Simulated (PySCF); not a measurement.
## How methods differ on the excitation energy of Xe²⁺

Xe²⁺ [Kr] 4d10 5s2 5p4 (3P) → Xe²⁺ [Kr] 4d10 5s1 5p5 (3P), as a difference of total energies. Computed with PySCF 2.14 in ANO-RCC-VTZP, with the spin-free X2C one-electron Hamiltonian (Gaussian nucleus). Correlated levels: valence and next inner shell: [Ar] 3d10 frozen. The calculations carry no spin-orbit coupling.

| method | excitation energy (eV) |
| --- | --- |
| UHF | 13.991 |
| MP2 (valence and next inner shell) | 12.790 |
| SCS-MP2 (valence and next inner shell) | 12.667 |
| CCSD (valence and next inner shell) | 12.569 |
| CCSD(T) (valence and next inner shell) | 12.146 |

How much does correlation contribute at CCSD(T) (valence and next inner shell)?

12.146 − (13.991) = -1.845 eV, measured against UHF.

A first-order spin-orbit estimate (lowest level to lowest level, LS coupling) adds -0.021 eV.

The coupled-cluster amplitudes are large for the upper state (T1 above 0.03 or a double amplitude above 0.15), so a single reference is strained.
